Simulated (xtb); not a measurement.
Er (SMILES [Er]), triplet (GFN-xTB shapes and energies of metal compounds can be far from the true ones) (GFN-xTB holds the 4f electrons in the core, so unpaired electrons go into valence orbitals and the state isn't the physical one); GFN2-xTB with ALPB(water) run with xtb.

Input for xtb:
```
$ xtb mol.xyz --gfn 2 --chrg 0 --uhf 2 --alpb water --json

# file mol.xyz
1

Er     0.00000000     0.00000000     0.00000000
```

**Question.** Write the output that xtb gives for this input, abridged.

**Answer.** 
```
   ID    Z sym.   atoms
    1   68 Er     1

           -------------------------------------------------
          |                Calculation Setup                |
           -------------------------------------------------

           -------------------------------------------------
          |                 G F N 2 - x T B                 |
           -------------------------------------------------

      * Solvation model:               ALPB
        Solvent                        water
        Parameter file                 internal GFN2-xTB/ALPB
        Dielectric constant                8.0200E+01
        Reference state                gsolv [1 M gas/solution]
        Free energy shift                  1.0808E-03 Eh       6.7819E-01 kcal/mol
        Temperature                        2.9815E+02 K
        Density                            1.0000E+00 kg/L
        Solvent mass                       1.8000E+01 g/mol
        Interaction kernel             P16
        Born radius scaling (c1)           1.4744E+00
        Born radii integrator          GBOBC
        Born offset                        0.0000E+00 a0       0.0000E+00 AA
        H-bond correction              true
        Ion screening                  false
        Surface tension                    1.0000E-05 Eh       1.5569E+01 dyn/cm
        Grid points                               230 per atom

          ...................................................
          :                      SETUP                      :
          :.................................................:
          :  # basis functions                  10          :
          :  # atomic orbitals                   9          :
          :  # shells                            3          :
          :  # electrons                         3          :
          :  max. iterations                   250          :
          :  Hamiltonian                  GFN2-xTB          :
          :  restarted?                      false          :
          :  GBSA solvation                   true          :
          :  PC potential                    false          :
          :  electronic temp.          300.0000000     K    :
          :  accuracy                    1.0000000          :
          :  -> integral cutoff          0.2500000E+02      :
          :  -> integral neglect         0.1000000E-07      :
          :  -> SCF convergence          0.1000000E-05 Eh   :
          :  -> wf. convergence          0.1000000E-03 e    :
          :  Broyden damping             0.4000000          :
          :  net charge                          0          :
          :  unpaired electrons                  2          :
          ...................................................

 iter      E             dE          RMSdq      gap      omega  full diag
   1     -0.8370321 -0.837032E+00  0.141E+01    0.00       0.0  T
   2     -0.8370321 -0.111022E-15  0.113E+01    0.00       0.0  T
   3     -0.8370321 -0.222045E-15  0.871E+00    0.00       0.0  T
   4     -0.8370321 -0.666134E-15  0.641E+00    0.00       0.0  T
   5     -0.8370321 -0.210942E-14  0.446E+00    0.00       0.0  T
   6     -0.8370321 -0.466294E-14  0.290E+00    0.00       0.0  T
   7     -0.8370321 -0.854872E-14  0.173E+00    0.00       0.0  T
   8     -0.8370321 -0.122125E-13  0.931E-01    0.00       0.0  T
   9     -0.8370321 -0.114353E-13  0.466E-01    0.00       0.0  T
  10     -0.8370321 -0.732747E-14  0.233E-01    0.00       0.0  T
  11     -0.8370321 -0.432987E-14  0.116E-01    0.00       0.0  T
  12     -0.8370321 -0.210942E-14  0.582E-02    0.00       0.0  T
  13     -0.8370321 -0.111022E-14  0.291E-02    0.00       0.0  T
  14     -0.8370321 -0.666134E-15  0.145E-02    0.00       0.0  T
  15     -0.8370321 -0.333067E-15  0.727E-03    0.00       0.0  T
  16     -0.8370321 -0.111022E-15  0.364E-03    0.00       0.0  T
  17     -0.8370321 -0.111022E-15  0.182E-03    0.00       0.0  T
  18     -0.8370321  0.000000E+00  0.909E-04    0.00       0.0  T
  19     -0.8370321  0.000000E+00  0.455E-04    0.00       0.0  T

   *** convergence criteria satisfied after 19 iterations ***

 transition dipole moment (au) for excitation:           1           2
     X       Y       Z
   0.0000   0.0000   0.0000  total (au/Debye):    0.000   0.000
 dE (eV)             :    1.565
 oscillator strength :  0.00000E+00

         :::::::::::::::::::::::::::::::::::::::::::::::::::::
         ::                     SUMMARY                     ::
         :::::::::::::::::::::::::::::::::::::::::::::::::::::
         :: total energy              -0.837032073832 Eh    ::
         :: total w/o Gsasa/hb        -0.838112833530 Eh    ::
         :: gradient norm              0.000000000000 Eh/a0 ::
         :: HOMO-LUMO gap              0.000000000000 eV    ::
         ::.................................................::
         :: SCC energy                -0.837032073832 Eh    ::
         :: -> isotropic ES            0.001666983337 Eh    ::
         :: -> anisotropic ES          0.000000000000 Eh    ::
         :: -> anisotropic XC          0.000000000000 Eh    ::
         :: -> dispersion              0.000000000000 Eh    ::
         :: -> Gsolv                   0.001080759698 Eh    ::
         ::    -> Gelec               -0.000000000000 Eh    ::
         ::    -> Gsasa                0.000000000000 Eh    ::
         ::    -> Ghb                  0.000000000000 Eh    ::
         ::    -> Gshift               0.001080759698 Eh    ::
         :: repulsion energy           0.000000000000 Eh    ::
         :: add. restraining           0.000000000000 Eh    ::
         :: total charge              -0.000000000165 e     ::
         :::::::::::::::::::::::::::::::::::::::::::::::::::::

           -------------------------------------------------
          |                Property Printout                |
           -------------------------------------------------

    * Orbital Energies and Occupations

         #    Occupation            Energy/Eh            Energy/eV
      -------------------------------------------------------------
         1        2.0000           -0.2694472              -7.3320
         2        0.2000           -0.2119330              -5.7670 (HOMO)
         3        0.2000           -0.2119330              -5.7670 (LUMO)
         4        0.2000           -0.2119330              -5.7670
         5        0.2000           -0.2119330              -5.7670
         6        0.2000           -0.2119330              -5.7670
         7                         -0.0306523              -0.8341
         8                         -0.0306523              -0.8341
         9                         -0.0306523              -0.8341
      -------------------------------------------------------------
                  HL-Gap            0.0000000 Eh            0.0000 eV
             Fermi-level           -0.2272868 Eh           -6.1848 eV

     #   Z          covCN         q      C6AA      α(0)
     1  68 Er       0.000    -0.000  2657.450   169.509

 Mol. C6AA /au·bohr⁶  :       2657.449819
 Mol. C8AA /au·bohr⁸  :     572731.635665
 Mol. α(0) /au        :        169.508670

Wiberg/Mayer (AO) data.
largest (>0.10) Wiberg bond orders for each atom

 ---------------------------------------------------------------------------
     #   Z sym  total        # sym  WBO       # sym  WBO       # sym  WBO
 ---------------------------------------------------------------------------
     1  68 Er   0.000
 ---------------------------------------------------------------------------

molecular dipole:
                 x           y           z       tot (Debye)
 q only:        0.000       0.000       0.000
   full:        0.000       0.000       0.000       0.000
molecular quadrupole (traceless):
                xx          xy          yy          xz          yz          zz
 q only:        0.000       0.000       0.000       0.000       0.000       0.000
  q+dip:        0.000       0.000       0.000       0.000       0.000       0.000
   full:        0.000       0.000       0.000       0.000       0.000       0.000

           -------------------------------------------------
          | TOTAL ENERGY               -0.837032073832 Eh   |
          | GRADIENT NORM               0.000000000000 Eh/α |
          | HOMO-LUMO GAP               0.000000000000 eV   |
           -------------------------------------------------

normal termination of xtb
```
